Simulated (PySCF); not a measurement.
C3H4BrCl, SMILES ClC1(Br)CC1.

Geometry: PBE-D3(BJ)/def2-SVP.

These are PySCF with r2SCAN/def2-TZVP values and carry that method's errors.

Symmetry labels are those of the subgroup Cs that the program uses (full group Cs).

Computed valence orbital energies around the gap with their symmetry:
```tsv
orbital	symmetry	energy (eV)
HOMO−7	A'	-10.16
HOMO−6	A"	-10.09
HOMO−5	A"	-9.90
HOMO−4	A'	-9.17
HOMO−3	A'	-7.76
HOMO−2	A"	-7.68
HOMO−1	A'	-7.26
HOMO	A"	-6.77
LUMO	A'	-1.56
LUMO+1	A'	-0.52
LUMO+2	A'	1.51
LUMO+3	A"	1.64
```
